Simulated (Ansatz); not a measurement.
`[SiH3][Zn][Cl]` and `[Cl][Zn][Cl]` differ in one atom or group.

Ansatz, PBE0-D4/def2-TZVP geometries, multiplicity 1. 

Scalar relativity is left out up to krypton.

```
                                        property  `[SiH3][Zn][Cl]`
  size of the dipole moment (PBE/def2-TZVPP) / D              2.04
               HOMO energy (PBE/def2-TZVPP) / eV             -7.26
           HOMO energy (ωB97M-V/def2-TZVPP) / eV            -10.30
size of the dipole moment (B3LYP/def2-TZVPP) / D              2.11
           LUMO energy (ωB97M-V/def2-TZVPP) / eV              0.46
         HOMO–LUMO gap (ωB97M-V/def2-TZVPP) / eV             10.77
```

Problem. Give the same properties after the change, and the shifts. (An estimate is asked.)

Solution. Computed: 
```csv
property,`[Cl][Zn][Cl]`,shift
size of the dipole moment (PBE/def2-TZVPP) / D,0.00,-2.04
HOMO energy (PBE/def2-TZVPP) / eV,-7.75,-0.49
HOMO energy (ωB97M-V/def2-TZVPP) / eV,-11.41,-1.11
size of the dipole moment (B3LYP/def2-TZVPP) / D,0.00,-2.11
LUMO energy (ωB97M-V/def2-TZVPP) / eV,0.17,-0.29
HOMO–LUMO gap (ωB97M-V/def2-TZVPP) / eV,11.58,0.81
```

With PBE0 the HOMO falls by 0.87 eV and the LUMO falls by 0.55 eV, so the gap widens by about 0.32 eV. PBE moves the HOMO by -0.49 eV and ωB97M-V by -1.11 eV. The zero-point energy changes by -60.8 kJ/mol with -8 modes.

B3LYP here is the variant with VWN-RPA as its local correlation; programs differ in this.
